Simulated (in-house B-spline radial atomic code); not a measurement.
**BP86 excitations of Sc³⁺**

Method: BP86. Computed with a B-spline radial code for spherical atoms: linear response of the closed shell [Ne] 3s2 3p6 with the functional's adiabatic kernel; non-relativistic, point nucleus, no spin-orbit coupling, no double excitations, S, P, D and F terms only. Only terms of natural parity with L up to 3 were computed.

Command:
```bash
python run_td.py task.json out
```
Settings (radii: box in bohr, nucleus in fm):
```
Z                        21
electrons                18
configuration            [Ne] 3s2 3p6
hamiltonian              nr
method                   b88,p86
box_radius               23.08
intervals                53
```

Time taken, with all properties: 0.2 s on 1 thread of Intel(R) Xeon(R) 6975P-C (Granite Rapids), on a shared host.

The lowest states, in the order of their Tamm-Dancoff energies; the method's threshold (minus the highest occupied level) is 64.65 eV. Labels give the largest channel, * marks a mixed state, and oscillator strengths are full-response dipole values. Semilocal kernels can invert the small singlet-triplet splittings of Rydberg terms. Energies in eV:

```csv
state,full response,Tamm-Dancoff,oscillator strength
3p → 3d 3P,29.674,29.783,-
3p → 3d 3F,?,?,-
3p → 3d 1F,32.70,32.72,-
3p → 4s 3P,39.91,39.92,-
3p → 4s 1P,40.24,40.29,1.36
3p → 3d 1P,?,?,?
3p → 4p 3S,44.55,44.57,-
3p → 4p 3D,44.90,44.91,-
3p → 4p 1D,45.14,45.14,-
3p → 4p 1S,47.04,47.20,-
```

(1) Where does 3p → 3d 1P lie?

(2) Where does 3p → 3d 3F lie?

(3) How large is the singlet-triplet splitting of 3p → 3d (F terms) in Tamm-Dancoff?

(4) What polarisabilities and dispersion coefficient does the method give?

Results:

(1) At 41.93 eV in full response, 43.53 eV in Tamm-Dancoff, oscillator strength 3.19.

(2) At 29.870 eV in full response, 30.02 eV in Tamm-Dancoff.

(3) 2.7 eV, from the unrounded values.

(4) Dipole 2.162 bohr³, quadrupole 3.649 bohr⁵, C6 5.733 hartree·bohr⁶ for two such species.
